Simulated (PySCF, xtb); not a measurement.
CH₆ClFSi₂, SMILES F[SiH2]C[SiH2]Cl.

xtb with GFN2-xTB at its own geometry gives an orbital gap of 5.76 eV and a dipole moment of 1.81 D.

Geometry optimised at PBE0-D3(BJ)/def2-SVP. This is a generated structure with no PubChem entry under its InChIKey; it may be hypothetical. One conformer was computed; it need not be the lowest.

What does B3LYP/def2-TZVP in PySCF give? (An estimate is asked for; the answer gives what the named calculation found.)

gap 8.37 eV (levels -8.65 and -0.28 eV), dipole 1.63 D.
